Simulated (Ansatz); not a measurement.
C₂H₇FO₂Si₂ (`O[SiH2]/C=C\[SiH](O)F`). Total charge 0; spin multiplicity 1. The geometry is a stationary point of PBE0-D4/def2-TZVP. It is one conformer, not always the lowest.

```xyz
14

O    -0.063   -1.819   -0.189
Si   -0.657   -0.922   -1.447
C    -0.570    0.900   -1.077
C    -0.034    1.468    0.010
Si    0.797    0.638    1.457
O    -0.152   -0.361    2.321
F     2.056   -0.188    0.879
H     0.894   -1.854   -0.097
H     0.092   -1.205   -2.702
H    -2.072   -1.332   -1.608
H    -1.013    1.557   -1.830
H    -0.075    2.558    0.078
H     1.325    1.647    2.396
H    -0.526   -1.088    1.809
```

**Question.** What is the dipole moment at r2SCAN/def2-TZVPP? (Best estimate.)

**Answer.** The calculation gave: 1.91 D, with components (-0.42, 0.63, -1.75) D in this frame, pointing from negative to positive charge.

**Question.** And with PBE, B3LYP, ωB97M-V? (Estimate.)

**Answer.** The calculation gave: PBE 1.87 D, B3LYP 1.99 D, ωB97M-V 1.96 D.

**Question.** Give the Mulliken charges with r2SCAN, PBE, ωB97M-V in def2-TZVPP. (Best estimate.)

**Answer.** Ansatz gave: 
| atom | r2SCAN | PBE | ωB97M-V |
| --- | --- | --- | --- |
| O1 | -0.46 | -0.39 | -0.43 |
| Si2 | 0.53 | 0.42 | 0.44 |
| C3 | -0.19 | -0.17 | -0.23 |
| C4 | -0.22 | -0.19 | -0.26 |
| Si5 | 0.74 | 0.62 | 0.67 |
| O6 | -0.41 | -0.35 | -0.39 |
| F7 | -0.35 | -0.30 | -0.34 |
| H8 | 0.22 | 0.21 | 0.21 |
| H9 | -0.08 | -0.07 | -0.04 |
| H10 | -0.08 | -0.06 | -0.03 |
| H11 | 0.07 | 0.09 | 0.11 |
| H12 | 0.08 | 0.10 | 0.12 |
| H13 | -0.10 | -0.09 | -0.04 |
| H14 | 0.22 | 0.20 | 0.20 |

B3LYP here is the variant with VWN-RPA as its local correlation; programs differ in this.
